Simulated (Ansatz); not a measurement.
def2 core potentials replace the inner electrons of Sn.

B3LYP has the VWN-RPA correlation part, as in Gaussian. 

Cartesian coordinates (Å):
```xyz
17

C     -0.7360    -0.0731     1.4517
C     -0.2614    -0.1249     0.0059
C     -0.0719    -1.5530    -0.4869
C     -1.1520     0.6906    -0.9217
Sn     1.7009     0.8119    -0.0373
Cl     2.6071     0.8260    -2.2004
Cl     3.2278    -0.3094     1.3453
Cl     1.6140     3.0395     0.6911
H     -0.8247     0.9610     1.8193
H     -1.7348    -0.5397     1.5247
H     -0.0620    -0.6235     2.1263
H     -1.0470    -2.0726    -0.4832
H      0.3180    -1.5852    -1.5161
H      0.6116    -2.1246     0.1599
H     -2.1656     0.2512    -0.9335
H     -1.2466     1.7356    -0.5882
H     -0.7777     0.6905    -1.9571
```
Charge 0, spin multiplicity 1.

### Question
Predict the total energy, dipole moment and LUMO from Ansatz (an electronic-structure program) with B3LYP-D3(BJ)/def2-TZVP // PBE0-D3(BJ)/def2-SVP.

### Answer

```yaml
total_energy: -1753.1564 Ha
dipole_moment: 4.43 D
LUMO: -2.47 eV
```
